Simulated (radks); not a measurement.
Task: These are the eigenvalues of the occupied orbitals of an atom or ion with whole-number occupations (eV). All-electron calculation, scalar-relativistic Kohn-Sham, SCAN, spin-unpolarised, spherical densities, finite nucleus; meta-GGA in the generalised Kohn-Sham scheme; Fermi nuclear charge, rms radius of each element as measured or else 0.836 A^(1/3) + 0.57 fm. Program: a radial shooting solver on a logarithmic mesh with Libxc functionals.

1s: -92388.87
2s: -17994.87
2p: -15633.69
3s: -5597.055
3p: -4916.255
3d: -4239.301
4s: -2379.911
4p: -2134.457
4d: -1868.001
5p: -1177.927

Which element is it, and in what charge state? The configuration may be excited.

Result: Z = 83, bismuth, charge +38: Bi38+ in [Ar] 3d10 4s2 4p4 4d9 5p2. The list shows which subshells hold electrons but not how many an open one holds; the 1s level, -3395.2 hartree, gives Z - s = 82.4 by -(Z - s)^2/2, which with screening and relativity narrows Z to a few neighbours, and the depths of the outer levels then fix element, charge and occupations together.
